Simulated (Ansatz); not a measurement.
`[CH3][InH][CH3]` and `[CH3][InH][Br]` differ in one atom or group.

Ansatz, PBE0-D4/def2-TZVP geometries, multiplicity 1. 

Elements past krypton have def2 core potentials. Scalar relativity is left out up to krypton. Spin–orbit coupling is left out; it splits and shifts lone-pair levels of the heavy atoms by tenths of an eV.

| property | `[CH3][InH][CH3]` |
| --- | --- |
| LUMO energy (PBE/def2-TZVPP) / eV | -1.94 |
| size of the dipole moment (ωB97M-V/def2-TZVPP) / D | 0.54 |
| HOMO energy (B3LYP/def2-TZVPP) / eV | -6.97 |
| HOMO energy (ωB97M-V/def2-TZVPP) / eV | -9.36 |
| size of the dipole moment (PBE/def2-TZVPP) / D | 0.64 |
| HOMO energy (PBE/def2-TZVPP) / eV | -6.05 |

(1) Give the same properties after the change, and the shifts. (An estimate is asked.)

Answers

(1) Computed: 
| property | `[CH3][InH][Br]` | shift |
| --- | --- | --- |
| LUMO energy (PBE/def2-TZVPP) / eV | -2.37 | -0.43 |
| size of the dipole moment (ωB97M-V/def2-TZVPP) / D | 3.38 | 2.84 |
| HOMO energy (B3LYP/def2-TZVPP) / eV | -7.34 | -0.37 |
| HOMO energy (ωB97M-V/def2-TZVPP) / eV | -9.76 | -0.40 |
| size of the dipole moment (PBE/def2-TZVPP) / D | 3.21 | 2.57 |
| HOMO energy (PBE/def2-TZVPP) / eV | -6.37 | -0.32 |

With PBE0 the HOMO falls by 0.39 eV and the LUMO falls by 0.45 eV, so the gap narrows by about 0.06 eV. PBE moves the HOMO by -0.32 eV and ωB97M-V by -0.40 eV. Dipoles are sizes alone; their direction can turn.

B3LYP here is the variant with VWN-RPA as its local correlation; programs differ in this.
